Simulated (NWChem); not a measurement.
Species: SiH3TeI; SMILES [SiH3][Te]I

Program: NWChem. Geometry: optimised at PBE0/def2-SVP. Not confirmed as a minimum by frequencies. def2 effective core potentials on Te, I; no spin-orbit coupling.

Diagonal of the polarisability tensor at CAM-B3LYP/def2-SVPD, static: 105.83, 135.88, 83.68 bohr³.

**Question.** Find the mean polarisability volume, the molar refraction, and the refractive index that an ideal gas of it would have at 273.15 K and 1 atm.

**Answer.** 
1. Mean: one third of the trace = 108.46 bohr³ × 0.14818 Å³/bohr³ = 16.07 Å³.
2. Molar refraction (Lorentz-Lorenz): (4π/3) N_A α = 40.5 cm³/mol.
3. Number density p/kT = 2.687 × 10⁻⁵ Å⁻³; n − 1 = 2π N α = 27.13 × 10⁻⁴.
4. These hold the electronic response alone: vibrational and orientational terms add to the static dielectric constant.
